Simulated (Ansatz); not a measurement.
Consider the formal exchange of groups at a B–C bond: `BC(B)(C)F` + `CCCl` → `BCCl` + `BC(C)(C)F`.

Isolated molecules relaxed with PBE0-D4/def2-TZVP in Ansatz; ΔE leaves out vibrations. CCSD(T)/CBS adds triple-zeta CCSD(T) − MP2 to the extrapolated MP2 energy (def2 sets, frozen cores). DFT in def2-TZVPP.

CCSD(T)/CBS gives -3.4 kJ/mol.

Another level gave -44.0 kJ/mol. Which?
A. HF/def2-TZVPP
B. CCSD/def2-TZVPP
C. PBE0-D4/def2-TZVPP
D. B2PLYP/def2-TZVPP

A. HF/def2-TZVPP -44.0, PBE0-D4 11.8, CCSD/def2-TZVPP -10.7, B2PLYP -5.0 kJ/mol.

Largest T1 diagnostic among the species: 0.012.

From PBE to PBE0 (25 % exact exchange), in def2-TZVPP and without D4, ΔE moves by −7.4 kJ/mol. In def2-TZVPP, CCSD(T) changes the Hartree–Fock value by +40.0 kJ/mol (the triples alone add +6.7 kJ/mol) and MP2 by +46.0 kJ/mol.
